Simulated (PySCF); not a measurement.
arsine (AsH3), SMILES [AsH3].

Coordinates come from a B3LYP-D3(BJ)/def2-TZVPD optimisation.

Vertical ionisation energy (IE) and electron affinity (EA) in eV. Rows of orbital energies are one-electron estimates. Where ΔSCF, EOM or ADC give a negative EA the extra electron is unbound and the value depends on the basis.

```json
[
 {"level": "−ε(HOMO), −ε(LUMO), HF/def2-TZVPD (PySCF)", "IE": "10.37", "EA": "-2.07"},
 {"level": "−ε(HOMO), −ε(LUMO), PBE/def2-TZVPD (PySCF)", "IE": "6.72", "EA": "0.46"},
 {"level": "EOM-CCSD/aug-cc-pVDZ (PySCF)", "IE": "10.25", "EA": "-0.64"},
 {"level": "ADC(2)/aug-cc-pVDZ (PySCF)", "IE": "10.03", "EA": "-0.64"}
]
```

### Question
Beyond the first one, list the lowest photoelectron lines from PySCF with ADC(2)/aug-cc-pVDZ with their pole strengths (two spins summed). (An estimate is asked for; the answer gives what the named calculation found.)

### Answer
12.86 eV (1.85), 12.86 eV (1.85), 20.38 eV (1.63).
